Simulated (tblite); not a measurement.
Compound: C6H10OSSi.
Structure used (GFN2-xTB), in Å, numbered top down from 1:
```xyz
19
C6H10OSSi angstrom
C     -2.7069    1.6168   -1.8606
C     -2.3805    0.6005   -1.3080
Si    -1.9077   -0.9764   -0.4553
C     -0.1840   -0.6791    0.2536
C      0.5664    0.3800   -0.0309
S      2.1663    0.6767    0.6376
C      2.6278    2.1473   -0.3275
C      0.2702   -1.7554    1.1918
O     -0.4055   -2.9697    0.9428
H     -2.9890    2.5092   -2.3427
H     -2.8702   -1.2509    0.6114
H     -1.8847   -2.0385   -1.4735
H      0.2229    1.1568   -0.6953
H      2.6920    1.8891   -1.3807
H      1.8933    2.9312   -0.1670
H      3.5987    2.4669    0.0367
H      0.0084   -1.4808    2.2193
H      1.3616   -1.8841    1.1485
H     -0.0888   -3.3303    0.1085
```

All values are computed: GFN2-xTB (tblite) harmonic vibrations without scaling, gas phase. Errors from tens to a few hundred cm⁻¹ against measured bands are possible. Modes of hydrogen on silicon can be 10 to 20 % off. One conformer, not necessarily the lowest.

Harmonic wavenumbers (cm⁻¹): 40.4, 55.3, 63.0, 80.8, 116.2, 125.0, 137.9, 167.3, 218.4, 243.9, 257.4, 332.9, 365.4, 412.1, 480.1, 519.8, 588.2, 655.5, 678.3, 683.2, 697.9, 730.5, 750.8, 763.0, 775.9, 798.9, 939.2, 942.0, 957.0, 1072.8, 1113.1, 1139.4, 1255.7, 1292.2, 1317.1, 1326.3, 1448.2, 1452.0, 1461.9, 1636.5, 2177.5, 2211.2, 2258.6, 2870.6, 2942.7, 3027.0, 3032.4, 3061.4, 3077.3, 3348.4, 3560.8.

A = 1243, B = 786.5, C = 492.1 MHz; mass 158.022 u (most abundant isotopes); point group C1, symmetry number 1.

Zero-point energy?

Half the sum of the wavenumbers: 29830 cm⁻¹ = 85.29 kcal/mol.

Give the ideal-gas entropy at 298.15 K and 1 bar in the rigid-rotor, harmonic-oscillator model (classical rotation).

Translation 41.11, rotation 30.88, vibration 43.28: S = 115.3 cal/(mol K).

And Cp and H(298.15 K) − H(0)?

Cp = 47.11 cal/(mol K), of which vibrations give 39.16 (their classical limit is 51 R = 101.3); H(298.15 K) − H(0) = 8.82 kcal/mol without the zero-point energy, 6.45 from vibrations.

Blend soft modes into free rotors: weight 1/[1 + (100 cm⁻¹/ν̃)⁴] for the oscillator and the rest for a rotor with moment μB/(μ + B), μ = h/(8π²ν), B = 10⁻⁴⁴ kg m². What vibrational entropy results?

38.96 cal/(mol K) in place of 43.28, which changes −T·S at 298.15 K by +1.29 kcal/mol.

Which modes carry the vibrational entropy at 298.15 K?

40.4 cm⁻¹: 5.24; 55.3 cm⁻¹: 4.62; 63.0 cm⁻¹: 4.36; 80.8 cm⁻¹: 3.87; 116.2 cm⁻¹: 3.16; 125.0 cm⁻¹: 3.02 cal/(mol K); the other 45 give 19.00 together.

What must be added to the electronic energy to get the Gibbs energy at 298.15 K and 1 bar?

ZPE + [H(298.15 K) − H(0)] − T·S = 85.29 + 8.82 − 34.37 = 59.74 kcal/mol.

Hindered rotation and anharmonicity are outside this model. Other conformers, if any are populated, would add a mixing term that is left out. The structure is chiral; the term R ln 2 for an equal mix with its mirror image is left out.
